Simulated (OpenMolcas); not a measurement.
An OpenMolcas run meant for W VI (ANO-R2, X2C; inactive shells 1s 2s 2p 3s 3p 3d 4s 4p 4d 4f 5s 5p; intended active space 1 electron in 5 orbitals (5d)). One step of its input:

```
&RASSCF
FileOrb=start.orb
Symmetry=1
Spin=2
nActEl=1 0 0
Inactive=15 19
Ras2=5 0
CIRoot=5 5 1
SDav=5
CIMx=300
Iter=2 100
PrWF=0.3
OrbListing=Nothing
MaxOrb=0
Atom
>>> COPY $Project.JobIph JOB001
```

Lines from the output:

```
...
      No convergence after  2 iterations
        3   1    7    0  -133.48570581   -4.82E-03*  2.12E-02   10  33 2 -2.26E-01*  0.00   0.00    SX    NO
      Natural orbitals and occupation numbers for root  1
      sym 1:   0.000000  -0.000000   1.000000   0.000000   0.000000
      Natural orbitals and occupation numbers for root  2
      sym 1:   0.000000   1.000000  -0.000000   0.000000   0.000000
      Natural orbitals and occupation numbers for root  3
      sym 1:   1.000000  -0.000000   0.000000   0.000000   0.000000
::    RASSCF root number  1 Total energy: -16133.48570581
::    RASSCF root number  2 Total energy: -16133.48570581
::    RASSCF root number  3 Total energy: -16133.48570581
::    RASSCF root number  4 Total energy: -16133.48570581
::    RASSCF root number  5 Total energy: -16133.48570581
                  YZ=  4.2777E-01              ZZ= -8.4055E-01
--
  Molden files will not be produced
      Average orbitals are written to the RASORB file
--- Stop Module: rasscf at  /rc=_RC_NOT_CONVERGED_ ---
.#######################.
.# Convergence problem #.
.#######################.
```

What is wrong with the input?

The iteration limit is far too low, so the equations stop before they converge.
